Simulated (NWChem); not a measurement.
InAsH4; SMILES [AsH2][InH2]

Results from NWChem. The geometry was optimised at PBE0/def2-SVP. def2 effective core potentials on In; no spin-orbit coupling. Ions are spin-unrestricted doublets at the neutral geometry; other ion states weren't tried. Functional: LC-ωPBE (HJS hole) with def2-SVP; rows give the range parameter ω in 1/bohr.

| range parameter (1/bohr) | vertical ionisation energy, ΔSCF (eV) | −ε(HOMO) (eV) | ΔSCF minus −ε(HOMO) (eV) |
|---|---|---|---|
| 0.35 | 9.02 | 9.17 | -0.15 |
| 0.40 | 9.05 | 9.35 | -0.30 |
| 0.50 | 9.10 | 9.60 | -0.50 |
| 0.60 | 9.12 | 9.76 | -0.64 |
